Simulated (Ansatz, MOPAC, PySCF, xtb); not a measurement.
Torsion C1–Sn2–O3–H7 in CH4OSn (SMILES [CH3][Sn][OH]); at each angle all else is relaxed with GFN2-xTB, and the levels are single points there.
Geometry at 180° (charge 0, multiplicity 1):
```xyz
7

C     -1.00399    -0.04362     0.05010
Sn     0.54313     1.61193     0.02174
O      2.11526     0.29404     0.02931
H     -0.51314    -1.00074    -0.12178
H     -1.77697     0.08313    -0.71199
H     -1.51527    -0.10187     1.01437
H      3.03084     0.56270     0.02130
```

On the grid 0° to 330°, 240° is the highest and 180° the lowest point at MP2/CBS(def2-TZVPP, def2-QZVPP) + ΔCCSD(T)/def2-TZVPP.

Cores are frozen in the correlated methods. Filled d and f shells under p-block atoms count as core. Rows in 3-21G carry no dispersion term and start afresh at each structure; the Pople sets are all-electron and without relativity. The state that PM3 reach isn't checked.

The values were computed with Ansatz (an electronic-structure program) with Gaussian orbitals; MOPAC for PM3 (differences of heats of formation); PySCF for 3-21G rows, the dispersion terms; xtb for the GFN methods.  In def2 rows elements past Kr take small-core potentials, without spin–orbit coupling.

| level | energy at 240° less that at 180° (kcal/mol) |
|---|---|
| GFN-FF | 0.68 |
| PM3 | 3.59 |
| HF/3-21G | 3.86 |
| PBE-D3(BJ)/def2-TZVPP | … |
| B3LYP/def2-TZVPP | 4.89 |
| PBE0/def2-TZVPP | 4.96 |
| wB97X-V/def2-TZVPP | 4.86 |
| SCS-MP2/def2-TZVPP | 4.95 |
| CCSD(T)/def2-SVP | … |

**Question.** Some entries are withheld; supply them.

**Answer.** 
- PBE-D3(BJ)/def2-TZVPP, energy at 240° less that at 180° (kcal/mol): 5.41
- CCSD(T)/def2-SVP, energy at 240° less that at 180° (kcal/mol): 5.66
